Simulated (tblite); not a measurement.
A tight-binding relaxation on `C=CC1=CC=C(C)[P@H]1=[Se]`.

Computed with GFN2-xTB geometry optimisation, gas phase (tblite 0.8.0). Start geometry: from a force field or distance geometry. The command runs a driver script over a list of jobs; the input below is this job's line of settings and its coordinates in Å.

Command:
```bash
OMP_NUM_THREADS=1 python probes_run.py task.json out
```

Input:
```
{"job": {"kind": "relax", "xc": "GFN2-xTB", "basis": "xTB"}, "charge": 0, "multiplicity": 1}
C      2.846200     1.392700    -0.572400
C      2.463900     0.238700    -0.078500
C      1.069500    -0.144500     0.065300
C      0.618500    -1.272000     0.541900
C     -0.780900    -1.460700     0.602400
C     -1.533000    -0.482000     0.145500
C     -3.005000    -0.348200     0.050700
P     -0.382200     0.817600    -0.380000
Se    -0.159400     2.586300     0.138000
H      2.179900     2.157200    -0.919600
H      3.906300     1.602800    -0.638800
H      3.276900    -0.434700     0.246400
H      1.337300    -2.046700     0.915200
H     -1.255800    -2.386600     0.986900
H     -3.279400     0.609000    -0.443500
H     -3.493300    -0.403000     1.056600
H     -3.376700    -1.219700    -0.544500
H     -0.441600     0.800000    -1.789900
```

Output:
```
step      E/eV     max force
  0    -685.13430   11.031
  1    -686.06281    4.233
  2    -686.31431    2.512
  3    -686.47559    1.158
  4    -686.52851    0.990
  5    -686.58288    0.458
  6    -686.59790    0.433
  7    -686.61521    0.528
  8    -686.63481    0.560
  9    -686.65205    0.428
... (99 lines left out)
109    -686.74178    0.065
110    -686.74224    0.053
111    -686.74253    0.048
112    -686.74267    0.026
113    -686.74277    0.025
114    -686.74288    0.026
115    -686.74296    0.026
116    -686.74301    0.018
117    -686.74304    0.012
118    -686.74306    0.009
```

«max force» is the largest atomic force in eV/Å.

Task: From which step on does the largest force stay under 0.1 eV/Å, and how much energy is left to gain from there?

Result: From step 99 (0.085 eV/Å), 5.7 meV above the end.

Main results: energy lowered by 37.1 kcal/mol over 118 steps; largest atomic force 0.009 eV/Å at the end.

Task: Where do the atoms end?

Result: 0.360 Å rms from the input after alignment:
```
atom  x, y, z in Å
C1     2.8315    1.3188   -0.7388
C2     2.4948    0.2090   -0.0875
C3     1.1285   -0.1927    0.0991
C4     0.6577   -1.3105    0.7014
C5    -0.7776   -1.4572    0.7194
C6    -1.4714   -0.4755    0.1132
C7    -2.9415   -0.3136   -0.0182
P8    -0.3010    0.8129   -0.4212
Se9   -0.6218    2.7061    0.3780
H10    2.0715    1.9698   -1.1486
H11    3.8550    1.6220   -0.8710
H12    3.2494   -0.4473    0.3280
H13    1.2984   -2.0594    1.1412
H14   -1.2397   -2.3128    1.1876
H15   -3.2148    0.7202    0.1980
H16   -3.4733   -0.9772    0.6603
H17   -3.2583   -0.5307   -1.0398
H18   -0.2962    0.7243   -1.8194
```

Hardware: Intel Xeon 6975P-C, one thread, no GPU (shared host). Cost: 0.84 s.
Labels such as C1 count atoms from 1, the log's own numbers from 0.
